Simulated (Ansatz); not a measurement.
The pair A = CH4O (SMILES CO) (first 6 atoms), B = GeH4 (SMILES [GeH4]); geometry from B3LYP-D3(BJ)/def2-TZVP.
(charge 0, multiplicity 1):
```xyz
11

C     -0.44998     0.17170     0.48868
O      0.79079     0.28185     1.17473
H     -1.25318     0.70804     1.00507
H     -0.70257    -0.88705     0.46579
H     -0.38137     0.53591    -0.54149
H      1.04205     1.21010     1.21464
Ge     0.01377    -0.10182     4.25117
H     -0.53025    -1.29615     3.45848
H     -0.57921     1.20604     3.70303
H      1.54467    -0.05660     4.18730
H     -0.42025    -0.24311     5.72380
```

Cores are frozen in the correlated methods. Filled d and f shells under p-block atoms count as core. MP2 and its Hartree–Fock in aug-cc-pVTZ are density fitted.

Programs: Ansatz (a first-principles code). Each number belongs to the level named beside it.

The counterpoise-corrected interaction energy is E(AB) − E(A in the pair's basis) − E(B in the pair's basis). Total energies (hartree):

| level | AB | A in the pair's basis | B in the pair's basis |
|---|---|---|---|
| HF/aug-cc-pVDZ | -2192.7055692 | -115.0617365 | -2077.6441979 |
| MP2/aug-cc-pVDZ | -2193.1876459 | -115.4224194 | -2077.7624613 |
| HF/aug-cc-pVTZ | -2192.8096776 | -115.0920184 | -2077.7180783 |
| MP2/aug-cc-pVTZ | -2193.3918186 | -115.5291804 | -2077.8594217 |
| CCSD(T)/aug-cc-pVDZ | -2193.2549914 | -115.4562309 | -2077.7959742 |

**Question.** Work out the counterpoise-corrected interaction energy at the basis-set limit: extrapolate the MP2 correlation part as X⁻³, take Hartree–Fock from the larger set, and add the CCSD(T) − MP2 difference of aug-cc-pVDZ.

**Answer.** 
1. Differences (1 hartree = 627.509 kcal/mol): HF/aug-cc-pVDZ 0.229; MP2/aug-cc-pVDZ -1.735; HF/aug-cc-pVTZ 0.263; MP2/aug-cc-pVTZ -2.018; CCSD(T)/aug-cc-pVDZ -1.748.
2. Correlation parts, MP2 less HF: -1.964 in aug-cc-pVDZ (X = 2), -2.281 in aug-cc-pVTZ (X = 3).
3. Limit (3³·(-2.281) − 2³·(-1.964))/(3³ − 2³) = -2.415; with HF/aug-cc-pVTZ it gives -2.152.
4. CCSD(T) less MP2 in aug-cc-pVDZ: -0.013.
Result: -2.17 kcal/mol, against -1.74 at MP2/aug-cc-pVDZ. It is an estimate of this method's limit, not of the exact value.
